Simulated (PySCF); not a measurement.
**Working out the ionisation energy of Cr**

Cr [Ar] 3d5 4s1 (7S) → Cr+ [Ar] 3d5 (6S). Computed with PySCF 2.14 in cc-pVDZ-DK (6s5p3d1f, 43 functions), with scalar relativity by spin-free X2C-1e. Frozen: [Ar]. Energies in hartree (1 hartree = 27.21139 eV):

```csv
part,Cr (lower),Cr+ (upper)
UHF,-1049.653556,-1049.432612
MP2 opposite-spin,0.000000,0.000000
MP2 same-spin,-0.081265,-0.065457
```

**Question.** What does Hartree-Fock give?

**Answer.** (-1049.432612) − (-1049.653556) = 0.220944 hartree = 6.012 eV.

**Question.** What do MP2 and SCS-MP2 (6/5 opposite-spin, 1/3 same-spin) give?

**Answer.** The opposite-spin parts differ by 0.000 eV and the same-spin parts by 0.430 eV. MP2: 6.012 + (0.000) + (0.430) = 6.442 eV. SCS-MP2: 6.012 + 1.2 × (0.000) + (0.430)/3 = 6.155 eV.

Measured between the centres of the two terms (NIST): 6.767 eV, so MP2 (valence) is off by -0.325 eV.

A double-zeta basis recovers only part of the correlation energy.

What remains against the reference includes basis incompleteness, the frozen core and correlation beyond second order.
